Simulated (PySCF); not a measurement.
The dipole of `CC[SiH2]C(=O)CC` from its density and from atomic charges.

Coordinates (GFN2-xTB, Å) and charges (e) from the PBE0/pcSseg-1 density (PySCF):

| atom | x | y | z | Mulliken | IAO | Hirshfeld | ESP-fitted |
| --- | --- | --- | --- | --- | --- | --- | --- |
| C1 | -2.457 | -1.124 | 0.528 | -0.2966 | -0.4117 | -0.1175 | -0.2995 |
| C2 | -2.449 | 0.204 | -0.226 | -0.5623 | -0.5256 | -0.1520 | +0.0827 |
| Si3 | -0.871 | 0.464 | -1.249 | +0.6153 | +0.6741 | +0.3267 | +0.1612 |
| C4 | 0.639 | 0.467 | -0.044 | -0.0215 | +0.1493 | +0.0885 | +0.3930 |
| O5 | 0.497 | 0.735 | 1.127 | -0.3526 | -0.3957 | -0.2088 | -0.4456 |
| C6 | 1.990 | 0.142 | -0.640 | -0.2929 | -0.3070 | -0.0775 | +0.1140 |
| C7 | 3.134 | 0.259 | 0.357 | -0.2526 | -0.4186 | -0.1208 | -0.3521 |
| H8 | -1.621 | -1.169 | 1.222 | +0.1304 | +0.1456 | +0.0359 | +0.0839 |
| H9 | -2.378 | -1.962 | -0.161 | +0.1138 | +0.1336 | +0.0363 | +0.0699 |
| H10 | -3.378 | -1.238 | 1.099 | +0.1203 | +0.1436 | +0.0421 | +0.0772 |
| H11 | -3.325 | 0.256 | -0.876 | +0.1421 | +0.1461 | +0.0389 | +0.0160 |
| H12 | -2.546 | 1.018 | 0.494 | +0.1536 | +0.1554 | +0.0428 | +0.0015 |
| H13 | -0.885 | 1.759 | -1.936 | -0.0661 | -0.1120 | -0.0763 | -0.0904 |
| H14 | -0.663 | -0.612 | -2.227 | -0.0821 | -0.1262 | -0.0804 | -0.0949 |
| H15 | 2.138 | 0.813 | -1.491 | +0.1459 | +0.1513 | +0.0498 | +0.0033 |
| H16 | 1.926 | -0.872 | -1.043 | +0.1477 | +0.1552 | +0.0501 | -0.0006 |
| H17 | 2.968 | -0.411 | 1.196 | +0.1220 | +0.1507 | +0.0403 | +0.0973 |
| H18 | 3.190 | 1.274 | 0.744 | +0.1206 | +0.1493 | +0.0405 | +0.0932 |
| H19 | 4.082 | 0.008 | -0.114 | +0.1152 | +0.1425 | +0.0418 | +0.0899 |

Question: Compute μ = Σ q r for each scheme (1 e·Å = 4.803 D) and compare with the dipole of the full density.

Answer: The full density gives (0.13, -0.64, -1.83) D, 1.94 D in size; dipole vectors point from the negative to the positive end.

```
    scheme    μx     μy     μz  size (D)  share of the full size (%)  angle to the full dipole (°)
  Mulliken  0.87  -0.85  -3.41      3.62                         186                            11
       IAO  0.37  -0.59  -3.35      3.42                         176                            10
 Hirshfeld  0.07  -0.32  -1.55      1.59                          82                             8
ESP-fitted  0.13  -0.65  -1.81      1.92                          99                             0
```

Question: Which set comes closest?

Answer: Length of the difference vector: ESP-fitted 0.02 D, Hirshfeld 0.43 D, IAO 1.54 D, Mulliken 1.76 D. Closest: ESP-fitted. The schemes that divide the density aren't constrained to reproduce the dipole.

Question: What is left for the Hirshfeld atoms' own dipoles?

Answer: The Hirshfeld atoms' densities add up to the full density, so μ = Σ q r + Σ (atomic dipoles). The atomic dipoles sum to (0.13, -0.64, -1.83) − (0.07, -0.32, -1.55) = (0.06, -0.32, -0.28) D, 0.43 D in size.

Question: With the origin at the mean of the coordinates, (-0.001, 0.000, -0.171) Å, which are the largest single terms, by size, of the ESP-fitted dipole along the direction of the full one?

Answer: O5 +3.06, H14 -0.96, C1 +0.64, C7 +0.64, Si3 +0.62 D; all 19 atoms together +1.92 D. The single terms depend on the origin, their sum doesn't.

Question: Give the size of the full dipole in other units.

Answer: 1.94 D = 0.764 au = 0.404 e·Å = 6.48 × 10⁻³⁰ C·m.

Isolated species at its GFN2-xTB geometry (one conformer only).

Shape of the structure used: `[CH3:1][CH2:2][SiH2:3][C:4](=[O:5])[CH2:6][CH3:7]`: C1–C2–Si3–C4 -61°, C2–Si3–C4–O5 -23°, Si3–C4–C6–C7 176°.
